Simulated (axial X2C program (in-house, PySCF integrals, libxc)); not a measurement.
## How long does NaTe take?

A bond scan computed with an in-house relativistic program for diatomic molecules. Basis: Te dyall-cv3z [11s12p8d4f1g], Na dyall-cv3z [9s8p5d2f] (cores contracted in-house).

The run was started with this input:
```json
{"zs": [52, 11], "q": 0, "bas": ["dyall-cv3z", "dyall-cv3z"], "levels": ["PBE0", "HF", "PBE50"], "cc": true, "r0": 2.88, "thr": -1.0, "nmax": 90, "npts": 10, "nst": 2, "ntry": 6}
```
```bash
python so2c.py task.json out
```

Keys: zs atomic numbers; q charge; bas basis sets; levels methods; cc coupled cluster on or off; r0 starting distance in Å; thr threshold in hartree for freezing inner shells (an s shell follows its p shell); nmax most natural virtual spinors; npts points on the curve; nst determinants followed; ntry starts of the search. HF also brings MP2.

Hardware: 1 thread of Intel(R) Xeon(R) 6975P-C (Granite Rapids) (shared host).

Wall time of one point of each curve, integrals apart:

| Hamiltonian | level | points | seconds a point |
| --- | --- | --- | --- |
| spin-free | PBE0 | 10 | 0.43 |
| spin-free | HF | 10 | 0.24 |
| spin-free | CCSD(T) (7 electrons, 78 virtuals) | 7 | 1.4 |
| spin-free | PBE50 | 10 | 0.45 |
| 2c | PBE0 | 10 | 0.55 |
| 2c | HF | 10 | 0.39 |
| 2c | CCSD(T) (7 electrons, 78 virtuals) | 7 | 1.5 |
| 2c | PBE50 | 10 | 0.57 |

The rest:

Search with its distance optimisation 13 s, atoms 5.4 s, whole task 74 s. Coupled cluster runs on the points near the minimum only. The program drops outer points, and coupled cluster, when its time limit (not in the input) nears; MP2, further determinants and curves that did not converge are not in the table.
